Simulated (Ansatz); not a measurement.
Consider the hydrogenolysis of the Si–C bond: `C[SiH](N)CO` + H₂ → `C[SiH2]N` + CH₃OH.

Gas-phase electronic energies from Ansatz, PBE0-D4/def2-TZVP geometries. CBS: MP2 limit from def2 TZ/QZ plus the TZ coupled-cluster correction, frozen cores. This one scheme is used for every species. DFT in def2-TZVPP. Each species was taken in one conformer, which may not be the lowest.

`C[SiH](N)CO`:

```xyz
14

C    -1.401    1.108    0.215
Si   -0.436   -0.414   -0.257
N     0.084   -1.175    1.216
C     1.182    0.016   -1.124
O     2.075    0.613   -0.193
H    -0.766    1.802    0.771
H    -2.271    0.863    0.829
H    -1.760    1.624   -0.679
H    -1.260   -1.299   -1.138
H     0.452   -2.114    1.186
H    -0.474   -1.053    2.046
H     1.632   -0.876   -1.590
H     1.017    0.733   -1.935
H     1.927    0.171    0.653
```

H₂:

```xyz
2

H     0.256   -0.104   -0.251
H    -0.256    0.104    0.251
```

`C[SiH2]N`:

```xyz
10

C    -1.171    0.443   -0.625
Si    0.444    0.423    0.320
N     1.183   -1.116    0.538
H    -1.554    1.465   -0.706
H    -1.930   -0.162   -0.122
H    -1.041    0.051   -1.637
H     0.201    0.982    1.678
H     1.425    1.275   -0.408
H     0.803   -1.781    1.190
H     1.639   -1.580   -0.230
```

CH₃OH:

Cartesian coordinates in Å:
```
C -0.076 0.290 -0.193
O -0.333 -0.905 0.508
H -1.031 0.646 -0.579
H 0.599 0.138 -1.044
H 0.344 1.071 0.452
H 0.497 -1.239 0.856
```

```
      species  RPA@PBE/def2-TZVPP energy (Eh)
`C[SiH](N)CO`                      -500.84383
           H₂                        -1.20767
   `C[SiH2]N`                      -386.29509
        CH₃OH                      -115.76715
```

Work out ΔE.

ΔE = (-386.29509) + (-115.76715) − (-500.84383) − (-1.20767) = -0.01074 Eh = -6.7 kcal/mol. CCSD(T)/CBS gives -5.8 kcal/mol.

Largest T1 diagnostic among the species: 0.010.

From r2SCAN to r2SCAN0 (25 % exact exchange), in def2-TZVPP and without D4, ΔE moves by −1.3 kcal/mol. Leaving LDA and LC-ωPBE aside and taking each functional with its dispersion term where it has one, the values, not all of them listed here, spread over 5.2 kcal/mol, from BHLYP-D4 to revPBE-D4. LDA lies +3.4 kcal/mol from PBE without D4. At CCSD(T), def2-SVP lies −1.8 kcal/mol from the extrapolated value and def2-TZVPP −0.3 kcal/mol.
